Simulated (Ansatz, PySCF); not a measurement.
Another site gives an ion 62124.56 eV lower (`O[SiH2]Br`) at the level CAM-B3LYP-D3(BJ)/def2-TZVPD (PySCF).

Level of theory: frozen-core CCSD(T)/def2-TZVPD // CAM-B3LYP-D3(BJ)/def2-TZVPD in Ansatz (an electronic-structure program).

Ansatz 0.2 input:
```yaml
crystal:
  periodic: [false, false, false]
  atoms:
    - { symbol: O, position_ang: [-1.856099, 0.880343, -0.095411] }
    - { symbol: Si, position_ang: [-0.903969, -0.46993, -0.055127] }
    - { symbol: Si, position_ang: [1.377797, 0.061088, -0.092309] }
    - { symbol: H, position_ang: [-1.791566, 1.52603, 0.610291] }
    - { symbol: H, position_ang: [-1.189476, -1.284091, 1.153227] }
    - { symbol: H, position_ang: [-1.283706, -1.251099, -1.249105] }
    - { symbol: H, position_ang: [1.713376, 0.928158, 1.062931] }
    - { symbol: H, position_ang: [2.193629, -1.172367, -0.00095] }
    - { symbol: H, position_ang: [1.740013, 0.781868, -1.333547] }
basis:
  gaussian: { orbitals: def2-TZVPD }
correlation:
  method: ccsd_t
```

Output:

```
Functional definition: HF
1230 factors; integrals over basis functions are off by at most 1.1e-3 eV
mean field evaluation 1: about -17856.1237 eV, gradient 3.6e1 eV
mean field evaluation 2: about -17856.1697 eV, gradient 3.6e1 eV
mean field evaluation 4: about -17859.1250 eV, gradient 3.2e0 eV
mean field evaluation 8: about -17859.1830 eV, gradient 1.2e-1 eV
mean field evaluation 16: about -17858.1266 eV, gradient 2.4e1 eV
mean field -17859.18309454 eV, -656.3128733351 hartree, gradient 1.6e-6 eV, S^2 0.000000; 0 other end points of the search recorded, 0 dependent functions left out
11 core orbitals not correlated
reference -17859.18309454 eV, -656.3128733351 hartree; 10, 10 occupied and 159, 159 virtual orbitals, 1230 factors
second order -13.11579134 eV of doubles, -0.00000000 eV of singles
cycle   1  -13.90523314 eV  change   -7.9e-1 eV  update   9.1e-2
cycle   2  -14.34371724 eV  change   -4.4e-1 eV  update   2.8e-2
cycle   3  -14.42528518 eV  change   -8.2e-2 eV  update   1.4e-2
cycle   4  -14.41646042 eV  change    8.8e-3 eV  update   3.5e-3
cycle   5  -14.41566533 eV  change    8.0e-4 eV  update   1.4e-3
cycle   6  -14.41577112 eV  change   -1.1e-4 eV  update   3.9e-4
cycle   7  -14.41553107 eV  change    2.4e-4 eV  update   1.5e-4
cycle   8  -14.41550740 eV  change    2.4e-5 eV  update   4.6e-5
cycle   9  -14.41552951 eV  change   -2.2e-5 eV  update   1.9e-5
perturbative correction -0.47510822 eV, -0.0174599052 hartree
Total energy: -17874.07373228 eV, -656.8600941788 hartree
```

Cost: around 50 core-seconds (rough).
